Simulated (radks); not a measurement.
Problem. Charge is removed step by step from the 5d down level of Ir3+, starting from [Xe] 4f14 5d(up 5, down 1). Calculated with a radial shooting solver on a logarithmic mesh with Libxc functionals: scalar-relativistic Kohn-Sham, PBEsol, spin-polarised, spherical densities, finite nucleus; Fermi nuclear charge, rms radius 5.4032 fm. At the starting occupation the eigenvalue is -35.110 eV. Estimate the energy to remove one whole electron from this level, the eigenvalue at the end, and how far E(n) bends from a straight line.

Solution. Delta-SCF 41.416 eV; final eigenvalue -47.868 eV; the deviation from the straight line is -1.596 eV at 0.5 electron removed, the largest on the grid computed. Slater's transition state (half an electron removed) gives 41.394 eV. Integrating minus the eigenvalue over the occupation (Janak's theorem) gives 41.426 eV. In this scalar-relativistic scheme the density is built from large components alone, so the theorem holds only approximately. The mean slope of the eigenvalue, de/dn, is 12.8 eV per electron. Ionisation energy of Ir3+ in the NIST Atomic Spectra Database: 40 eV (theoretical).
